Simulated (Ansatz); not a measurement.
## Energy profile

The step: CH₆Ge ([CH3][GeH3]) + AsH₃ → CH₇AsGe ([CH3][GeH2][AsH2]) + H₂; bonds formed: Ge1–As7, H2–H6; bonds broken: Ge1–H2, H6–As7 (atoms numbered as in the saddle structure below).

Ge1  (-0.562, -0.067, 0.644)
H2  (1.240, 0.058, 0.180)
H3  (-1.821, -0.824, 0.174)
H4  (-0.361, -0.312, 2.151)
C5  (-0.855, 1.828, 0.224)
H6  (1.950, -0.588, -0.077)
As7  (1.091, -2.072, -0.541)
H8  (-0.857, 1.973, -0.857)
H9  (-1.822, 2.145, 0.620)
H10  (-0.065, 2.441, 0.659)
H11  (0.828, -1.218, -1.769)
H12  (1.233, -3.365, -1.408)
(Å)

Electronic energies by CCSD(T) at an estimated basis limit (MP2 extrapolated from triple and quadruple zeta, plus CCSD(T) − MP2 in triple zeta), on PBE0-D4/def2-TZVP structures; CH₉AsGe, closed shell; no counterpoise correction. Computed with Ansatz 0.2.0 (basis: def2-TZVPP and def2-QZVPP); correlated methods freeze the cores. Filled d shells of the heavier atoms are correlated. The def2 sets are not built for correlating such inner shells, so the correlated values are less sure here. Extrapolation: Hartree–Fock as exp(−7.88 √X), correlation as X^−2.97.

Q: Give the profile in kJ/mol, counted from the separated reactants. (To be estimated.)

A: The calculation gives:
```tsv
point	kJ/mol
separated: CH₆Ge (linked as [CH3][GeH3]; Ge1, H2, H3, H4, C5, H8, H9, H10; singlet) + AsH₃ (H6, As7, H11, H12; singlet)	0.0
start structure	-5.7
saddle	241.5
end structure	-23.7
separated: CH₇AsGe (linked as [CH3][GeH2][AsH2]; Ge1, H3, H4, C5, As7, H8, H9, H10, H11, H12; singlet) + H₂ (H2, H6; singlet)	-20.7
```

No T1 diagnostic of these runs exceeds 0.013.

For scale, one of the runs: CCSD(T)/def2-TZVPP, 253 basis functions, launched by `ansatz run in.yaml --threads 8 --pin off --events-out ev --progress --plain --max-ram 19148MiB`. Time: 2.5 min of wall clock on 8 CPU threads of an Arm Neoverse V2; the host was shared. Peak host memory: 5.6 GiB.
